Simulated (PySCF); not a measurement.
# Vertical excitation energies

C4H4O3Si.
Z-matrix (Å and degrees, GFN2-xTB geometry), rows numbered from 1:
```
O 
C   1  1.1952
C   2  1.4736  1  136.72
C   3  1.3693  2   93.54  1  -179.98
O   4  1.2950  3  136.00  2  -179.86
Si  5  1.6747  4  127.84  3   179.86
C   4  1.4932  3   93.28  2    -0.03
O   7  1.1976  2  140.73  1    -0.09
H   3  1.0736  2  132.83  1    -0.14
H   6  1.4569  5  108.62  4    61.36
H   6  1.4569  5  108.57  4   -61.65
H   6  1.4547  5   96.24  4   179.86
```

Theory: TDDFT CAM-B3LYP/def2-SVPD, vertical, gas phase, core orbitals frozen in the response in PySCF 2.14.0, density-fitted response routines.

```json
{"state": "S1", "E (eV)": "3.44", "ν̃ (cm⁻¹)": "27730", "f": "0.0001", "|μ| (D)": "0.07", "symmetry": "–", "main configurations (H = HOMO, L = LUMO)": "H→L (89%)"}
{"state": "S2", "E (eV)": "4.03", "ν̃ (cm⁻¹)": "32510", "f": "0.0001", "|μ| (D)": "0.06", "symmetry": "–", "main configurations (H = HOMO, L = LUMO)": "H→L+1 (88%)"}
{"state": "S3", "E (eV)": "5.67", "ν̃ (cm⁻¹)": "45770", "f": "0.149", "|μ| (D)": "2.64", "symmetry": "A′", "main configurations (H = HOMO, L = LUMO)": "H-1→L (93%)"}
{"state": "S4", "E (eV)": "5.69", "ν̃ (cm⁻¹)": "45860", "f": "0.0031", "|μ| (D)": "0.38", "symmetry": "A′", "main configurations (H = HOMO, L = LUMO)": "H-2→L (72%), H-2→L+1 (14%)"}
{"state": "S5", "E (eV)": "6.24", "ν̃ (cm⁻¹)": "50320", "f": "0.156", "|μ| (D)": "2.57", "symmetry": "A′", "main configurations (H = HOMO, L = LUMO)": "H-1→L+1 (52%), H→L+2 (37%)"}
{"state": "S6", "E (eV)": "6.34", "ν̃ (cm⁻¹)": "51140", "f": "0.254", "|μ| (D)": "3.25", "symmetry": "A′", "main configurations (H = HOMO, L = LUMO)": "H→L+2 (46%), H-1→L+1 (42%)"}
{"state": "S7", "E (eV)": "6.38", "ν̃ (cm⁻¹)": "51480", "f": "0.0008", "|μ| (D)": "0.18", "symmetry": "–", "main configurations (H = HOMO, L = LUMO)": "H-2→L+1 (71%), H-2→L (17%)"}
{"state": "S8", "E (eV)": "7.00", "ν̃ (cm⁻¹)": "56460", "f": "0.0051", "|μ| (D)": "0.44", "symmetry": "A″", "main configurations (H = HOMO, L = LUMO)": "H-1→L+2 (90%)"}
```

Triplets, Tamm–Dancoff:

| state | E (eV) | λ (nm) | main configurations (H = HOMO, L = LUMO) |
| --- | --- | --- | --- |
| T1 | 3.01 | 411.4 | H→L (81%), H→L+1 (12%) |
| T2 | 3.62 | 342.4 | H→L+1 (81%), H→L (11%) |
| T3 | 3.71 | 334.2 | H-1→L (88%) |

The lowest singlet lies at 3.44 eV (361 nm, ultraviolet) and is dark (f under 0.0005); its leading configuration is HOMO→LUMO (89%). The strongest level in the table is S6 at 6.34 eV (196 nm, f = 0.254). Löwdin shares by element: HOMO oxygen 57% or more, carbon 22% or more (atoms not listed hold the other 20%); LUMO carbon 64% or more, oxygen 22% or more. Orbital energies (eV): HOMO-3 -12.01, HOMO-2 -10.82, HOMO-1 -9.64, HOMO -8.67, LUMO -1.09, LUMO+1 -0.36, LUMO+2 0.24. Of the 8 states listed, 3 reach f = 0.01 and 2 stay under 0.0005. The listed states span 3.56 eV, and the widest gap between neighbours is 1.64 eV (S2 to S3). No computed singlet lies in the visible range (380 to 750 nm); the lowest, at 361 nm, stands 0.18 eV above its violet end (3.26 eV); a Tamm–Dancoff triplet lies at 411 nm, without intensity as long as spin–orbit coupling is left out. Symmetry labels in Cs follow from the direction of the transition dipole and are given only for states with f of 0.002 or more. Only the lowest 8 singlets were computed, as vertical energies without vibronic structure.

One conformer stands for the species.
